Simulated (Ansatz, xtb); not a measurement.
## AlFH2N2: where a starting geometry ends

The starting geometry of this gas-phase singlet has its atoms placed at random.

```yaml
atoms:
  - { symbol: Al, position_ang: [0.0589, -0.4455, 0.7383] }
  - { symbol: F, position_ang: [-0.1280, 1.0774, -1.3358] }
  - { symbol: N, position_ang: [0.6816, 2.0356, 0.0238] }
  - { symbol: N, position_ang: [1.5116, 1.1342, -0.3710] }
  - { symbol: H, position_ang: [0.2751, 1.3309, -0.4394] }
  - { symbol: H, position_ang: [1.7874, 0.1445, 0.9663] }
```

**Question.** Guess where an optimisation with r2SCAN-D4/def2-SVP ends from this start.

**Answer.** It loosens into AlFH2 + N2, which stay close as a complex. Distances that change by over a tenth: Al1–F2 (2.58 → 2.16 Å), N3–N4 (1.29 → 1.10 Å). Contacts that open: N3–H5 (0.94 → 1.73 Å), N4–H5 (1.25 → 2.83 Å).

The energy falls by 9.07 eV over 24 steps:

```tsv
step	E − E(last) (eV)
1	9.070
4	1.654
6	0.585
9	0.231
11	0.183
14	0.102
16	0.038
19	0.005
21	0.000
24	0.000
```

Final geometry (Å):

```xyz
6

Al   -0.1907   -1.1992    0.4472
F    -0.6043    0.5283   -0.7831
N     1.4400    2.1868   -0.2678
N     2.3014    2.8336   -0.0251
H     0.1202    1.1233   -0.6032
H     1.1199   -0.1959    0.8143
```

From the same start GFN2-xTB ends elsewhere, differing in Al1–N3 (2.12 against 3.83 Å here), Al1–N4 (2.13 against 4.76 Å here), Al1–H5 (1.54 against 2.57 Å here), F2–H5 (2.72 against 0.95 Å here).

From so rough a start the end depends on the optimiser's path, so another program may land elsewhere. The end wasn't checked by frequencies. Run with Ansatz 0.2.0, 110 s on 1 thread of AMD EPYC (Zen 3), on a shared host.
